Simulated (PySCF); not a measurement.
## Correlation energy of Tc+ (technetium, charge +1)

[Kr] 4d5 5s1, high-spin 7S determinant. Calculation: PySCF 2.14, in aug-cc-pVDZ-PP with ECP28MDF; a scalar-relativistic core potential. Frozen: 4s2 4p6; 6 electrons correlated.

MP2 pair energies summed by pair of shells (mhartree):

```tsv
pair	energy	share (%)
4d-4d	-44.22	71.5
4d-5s	-17.66	28.5
```

Total MP2 correlation energy: -61.88 mhartree.

Same-spin part -61.88 and opposite-spin part 0.00 mhartree; SCS-MP2 scales them by 1/3 and 6/5 to -20.63 mhartree.
